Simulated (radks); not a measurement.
The selenium ion Se18+, configuration [Ne] 3s2 3p4. All-electron calculation, Dirac Kohn-Sham, PBE, spin-unpolarised, spherical densities, point nucleus; open shells fill j = l - 1/2 first. Program: a radial shooting solver on a logarithmic mesh with Libxc functionals.

Spin-orbit splittings of the eigenvalues, e(l+1/2) - e(l-1/2), with zeta = 2 splitting/(2l+1) and mean radii in bohr:

shell  occ.  splitting (eV)  zeta (eV)  <r> j=l-1/2  <r> j=l+1/2
2p        6           42.34      28.23       0.1669       0.1706
3p        4           8.833      5.889       0.4867       0.4927
